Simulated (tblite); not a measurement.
A geometry optimisation, step by step.

C5H10N2.
Numbering: `[CH2:1]=[CH:2][N:3]([CH2:4][CH3:5])[N:6]=[CH2:7]` (hydrogens: H8, H9 on C1; H10 on C2; H11, H12 on C4; H13, H14, H15 on C5; H16, H17 on C7)

Computed with GFN2-xTB (tblite), gas phase: L-BFGS steps from a force-field or distance-geometry start until the largest atomic force falls under 0.01 eV/Å. 5 of its 164 geometries are shown.

Step 0: E = -586.0742 eV, largest atomic force 2.303 eV/Å
```
atom  x, y, z in Å  |  force x, y, z in eV/Å
C1     -1.461    1.561    1.093   -0.826   0.747   0.547
C2     -0.278    1.172    0.660    0.562  -1.899  -0.999
N3     -0.092   -0.014   -0.127   -1.346   1.457   0.725
C4      1.082   -0.818   -0.101   -0.097  -1.028   0.389
C5      2.221   -0.014   -0.685    1.227   0.454   0.268
N6     -1.153   -0.387   -1.007   -1.168  -0.854   0.516
C7     -2.012   -1.234   -0.562    1.905   1.266   0.269
H8     -1.495    2.482    1.705   -0.344  -0.800  -0.583
H9     -2.374    1.012    0.856    0.345   0.515   0.214
H10     0.581    1.766    0.954    0.218  -0.569  -0.321
H11     0.902   -1.769   -0.679   -0.017   0.895   0.445
H12     1.323   -1.118    0.968   -0.204   0.131  -0.908
H13     2.693    0.490    0.210   -0.078  -0.213  -1.405
H14     2.957   -0.651   -1.221   -0.346   0.487   0.546
H15     1.830    0.734   -1.406    0.332  -0.454   0.561
H16    -2.852   -1.593   -1.125    0.117   0.175  -0.312
H17    -1.878   -1.605    0.456   -0.278  -0.310   0.049
```

Step 41: E = -586.9825 eV, largest atomic force 0.447 eV/Å
```
atom  x, y, z in Å  |  force x, y, z in eV/Å
C1     -1.349    1.913    1.036   -0.151   0.204   0.001
C2     -0.281    1.169    0.796   -0.192   0.005   0.118
N3     -0.284    0.114   -0.105   -0.064   0.267  -0.105
C4      0.894   -0.727   -0.150    0.058   0.046  -0.012
C5      2.138    0.011   -0.655    0.095  -0.084  -0.063
N6     -1.512   -0.301   -0.455   -0.141  -0.386  -0.143
C7     -1.816   -1.528   -0.531    0.064  -0.155   0.050
H8     -1.380    2.681    1.790    0.129  -0.033  -0.130
H9     -2.226    1.746    0.438   -0.114   0.129   0.109
H10     0.621    1.241    1.371    0.282   0.184   0.034
H11     0.697   -1.531   -0.859   -0.046  -0.159   0.021
H12     1.046   -1.142    0.849    0.369  -0.242   0.072
H13     2.439    0.845   -0.018   -0.136  -0.187  -0.118
H14     2.961   -0.696   -0.734    0.078  -0.073   0.327
H15     2.001    0.362   -1.674   -0.318   0.264   0.051
H16    -2.810   -1.798   -0.868    0.253   0.190   0.105
H17    -1.145   -2.346   -0.241   -0.165   0.028  -0.316
```

Step 82: E = -587.2551 eV, largest atomic force 0.072 eV/Å
```
atom  x, y, z in Å  |  force x, y, z in eV/Å
C1     -1.333    1.980    1.002    0.026   0.033   0.007
C2     -0.277    1.193    0.844   -0.006  -0.051  -0.011
N3     -0.296   -0.028    0.181   -0.002  -0.028   0.020
C4      0.939   -0.791    0.065   -0.012  -0.009   0.010
C5      2.044   -0.021   -0.656   -0.028   0.007  -0.011
N6     -1.495   -0.454   -0.188    0.010  -0.036  -0.038
C7     -1.779   -1.562   -0.728   -0.017   0.017  -0.023
H8     -1.256    2.899    1.549    0.025   0.067  -0.002
H9     -2.293    1.722    0.594    0.020  -0.040   0.027
H10     0.693    1.459    1.239   -0.034  -0.032   0.016
H11     0.718   -1.697   -0.501   -0.001   0.015   0.004
H12     1.284   -1.098    1.061   -0.015   0.042  -0.002
H13     2.450    0.775   -0.039   -0.019   0.000   0.010
H14     2.854   -0.700   -0.913    0.011   0.001   0.012
H15     1.659    0.420   -1.572   -0.022  -0.008  -0.037
H16    -2.822   -1.718   -0.954    0.065   0.005  -0.001
H17    -1.096   -2.369   -0.994   -0.001   0.018   0.020
```

Step 122: E = -587.3154 eV, largest atomic force 0.108 eV/Å
```
atom  x, y, z in Å  |  force x, y, z in eV/Å
C1     -1.287    2.005    1.047    0.017   0.010  -0.050
C2     -0.299    1.122    1.101    0.085   0.019   0.053
N3     -0.297   -0.102    0.446    0.025   0.041  -0.010
C4      0.973   -0.790    0.285   -0.026  -0.028   0.000
C5      1.802   -0.155   -0.831    0.032   0.012  -0.019
N6     -1.408   -0.414   -0.203   -0.019   0.015   0.036
C7     -1.578   -1.414   -0.957    0.024  -0.101  -0.028
H8     -1.233    2.934    1.584   -0.030  -0.033   0.025
H9     -2.157    1.808    0.446   -0.010   0.054   0.056
H10     0.595    1.297    1.687   -0.061  -0.012  -0.049
H11     0.772   -1.840    0.054    0.038   0.037   0.056
H12     1.518   -0.748    1.235   -0.057   0.008  -0.044
H13     2.011    0.891   -0.601    0.002  -0.102   0.006
H14     2.745   -0.687   -0.951   -0.073   0.053  -0.023
H15     1.248   -0.189   -1.768    0.065  -0.027   0.012
H16    -2.567   -1.521   -1.371    0.028  -0.037  -0.010
H17    -0.846   -2.183   -1.214   -0.040   0.092  -0.012
```

Step 163: E = -587.3376 eV, largest atomic force 0.005 eV/Å
```
atom  x, y, z in Å  |  force x, y, z in eV/Å
C1     -1.374    1.998    1.173    0.000   0.001   0.000
C2     -0.329    1.184    1.104   -0.003   0.002  -0.001
N3     -0.285   -0.004    0.390    0.001   0.001   0.002
C4      0.967   -0.734    0.309   -0.004  -0.003  -0.001
C5      1.805   -0.301   -0.893    0.002  -0.001   0.005
N6     -1.388   -0.349   -0.261    0.002   0.002   0.001
C7     -1.495   -1.347   -1.030   -0.002  -0.004   0.000
H8     -1.334    2.896    1.759    0.000  -0.001   0.000
H9     -2.285    1.777    0.649   -0.001   0.001   0.001
H10     0.593    1.403    1.626   -0.001  -0.002   0.000
H11     0.741   -1.804    0.251    0.003   0.001  -0.001
H12     1.523   -0.561    1.234    0.000   0.000   0.001
H13     2.041    0.758   -0.821    0.001  -0.002  -0.004
H14     2.734   -0.866   -0.926   -0.002   0.002  -0.002
H15     1.260   -0.469   -1.819    0.002   0.002  -0.002
H16    -2.466   -1.506   -1.466    0.000   0.001   0.000
H17    -0.715   -2.062   -1.289    0.001  -0.001  -0.001
```

Q: Summarise the path.

A: The energy falls by 1.2634 eV from step 0 to step 163; nine tenths of that is first reached at step 51. It falls at every step. The largest force goes from 2.303 to 0.005 eV/Å. Among the bonds N3–N6 changes most, from 1.427 to 1.326 Å; the atoms move by 0.890 Å rms after alignment.

The cost below is that of the whole relaxation. Hardware: Arm Neoverse V2, one thread, shared host with 32 logical CPUs at a one-minute load of 17. Cost: 0.71 s wall.
